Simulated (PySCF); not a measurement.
Molecule: `InChI=1S/CH11NSi4/c2-1-5-6(3)4/h1-2,6H,5H2,3-4H3/b2-1-`.

Bonds (- single, = double, # triple, : aromatic): N1=C2, C2-Si3, Si3-Si4, Si4-Si5, Si4-Si6. N1 carries H7; C2 carries H8; Si3 carries H9, H10; Si4 carries H11; Si5 carries H12, H13, H14; Si6 carries H15, H16, H17. Stereochemistry as in [H]/N=C\[SiH2][SiH]([SiH3])[SiH3].

Frames of a GFN2-xTB Langevin trajectory at 400 K; GIAO PBE0/pcSseg-1 shieldings in PySCF 2.14.0 with density-fitted response routines, gas phase, non-relativistic; equivalent atoms averaged within each frame.

δ = σ(ref) − σ, references computed at the same level: ¹⁵N (267.73 ppm) against NH3; TMS for ¹³C (186.93 ppm) and ²⁹Si (349.16 ppm) and ¹H (31.72 ppm). The references are static minima.

Problem. How do the shifts (ppm) fluctuate along the trajectory?

Solution. 
```tsv
time (fs)	N1	C2	Si3	Si5/Si6	Si4	H7	H8	H9/H10	H11	H12/H13/H14/H15/H16/H17
250	423.0	184.3	-57.2	-106.8	-122.7	12.08	9.26	4.53	4.41	3.94
425	468.1	197.4	-61.9	-106.8	-138.1	14.04	9.93	4.78	4.25	3.80
625	439.3	194.2	-60.1	-104.1	-152.9	12.18	9.71	4.16	4.52	3.97
800	473.7	201.6	-66.2	-111.7	-148.4	13.13	10.03	3.72	4.39	4.06
1000	462.8	185.8	-95.2	-120.5	-171.7	14.03	9.39	3.77	2.93	3.70
mean of frames	453.4	192.7	-68.1	-110.0	-146.8	13.09	9.66	4.19	4.10	3.89
standard deviation	21.5	7.4	15.5	6.5	18.2	0.95	0.33	0.46	0.66	0.14
```

5 frames give an uncertainty of the mean of about the standard deviation over 2.2 at best, since frames this close in time may not be independent; classical motion lacks zero-point vibration, and the reference would need the same averaging.
